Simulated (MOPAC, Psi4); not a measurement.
Torsional profile of C6H8O2Si, SMILES Oc1cccc(O[SiH3])c1. Scanned: dihedral C5–C6–O7–Si8; all other coordinates were relaxed at GFN2-xTB. Points at φ and −φ are mirror images. Heavy atoms are numbered in the order of the SMILES Oc1cccc(O[SiH3])c1, hydrogens after them in the order of the atoms that carry them; the mirror image has the same energies with the sign of each dihedral reversed.

Computed with: B3LYP-D3(BJ)/def2-SVP // GFN2-xTB (Psi4); AM1, restricted, heats of formation // GFN2-xTB (MOPAC); PBE-D3(BJ)/def2-SVP // GFN2-xTB (Psi4).

Energies relative to the lowest point of each profile, in eV:

| φ / ° | B3LYP-D3(BJ)/def2-SVP | AM1 |
|---|---|---|
| -165 | 0.021 | 0.017 |
| -135 | 0.050 | 0.029 |
| -120 | 0.062 | 0.026 |
| -30 | 0.016 | 0.007 |
| -15 | 0.004 | 0.002 |
| 0 | 0.000 | 0.000 |
| 60 | 0.054 | 0.014 |
| 75 | 0.063 | 0.012 |
| 90 | 0.067 | 0.012 |
| 120 | 0.062 | 0.026 |
| 135 | 0.050 | 0.029 |
| 150 | 0.032 | 0.024 |

### Question
Predict the corresponding PBE-D3(BJ)/def2-SVP column.

### Answer
-165: 0.021; -135: 0.057; -120: 0.071; -30: 0.020; -15: 0.005; 0: 0.000; 60: 0.063; 75: 0.074; 90: 0.080; 120: 0.071; 135: 0.057; 150: 0.036 (eV).
